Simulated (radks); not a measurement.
The tantalum ion Ta3+, configuration [Xe] 4f14 5d2. Calculated with a radial shooting solver on a logarithmic mesh with Libxc functionals: scalar-relativistic Kohn-Sham, r2SCAN, spin-polarised, spherical densities, finite nucleus; open shells are filled with parallel spins first (spin-orbit coupling, left out, can overturn this in heavy ions); meta-GGA in the generalised Kohn-Sham scheme; Fermi nuclear charge, rms radius 5.3507 fm. Some entries of the table are withheld. Estimate them.

orbital  occ.  eigenvalue (eV)  <r^2> (bohr^2)  r(max) (bohr)
1s down     1        -67465.73       0.0004789        0.01168
1s up       1        -67465.72       0.0004789        0.01168
2s up       1        -11640.30        0.007374        0.06683
2s down     1        -11640.15        0.007374        0.06683
2p up       3        -10202.27        0.006085        0.05477
2p down     3        -10202.16        0.006085        0.05477
3s down     1        -2697.913         0.04785         0.1885
3s up       1        -2697.902         0.04785         0.1885
3p up       3        -2268.129         0.04859         0.1864
3p down     3        -2268.128         0.04859         0.1864
3d up       5        -1765.718         0.04040         0.1521
3d down     5        -1765.654         0.04040         0.1521
4s up       1        -577.9614          0.2376         0.4290
4s down     1        -577.8825          0.2377         0.4290
4p up       3        -436.3596          0.2703         0.4495
4p down     3        -436.2961          0.2704         0.4495
4d up       5        -254.1491          0.3174         0.4616
4d down     5        -254.0670          0.3172         0.4617
5s up       1        -103.2374           1.366         0.9907
5s down     1        -102.1968           1.349         0.9878
5p up       3         -68.9701             (1)          1.124
5p down     3         -67.4243             (2)          1.117
4f up       7         -53.1715          0.5184         0.4426
4f down     7         -52.9128          0.5079         0.4424
5d up       2         -29.7933           3.828          1.493
5d down     0         -27.2946           3.783          1.464
6s up       0         -27.0449           7.958          2.444
6s down     0         -24.4230           8.422          2.489
6p up       0         -19.6658           11.75          2.975

Answer. 
(1) 5p up <r^2> (bohr^2): 1.858
(2) 5p down <r^2> (bohr^2): 1.820
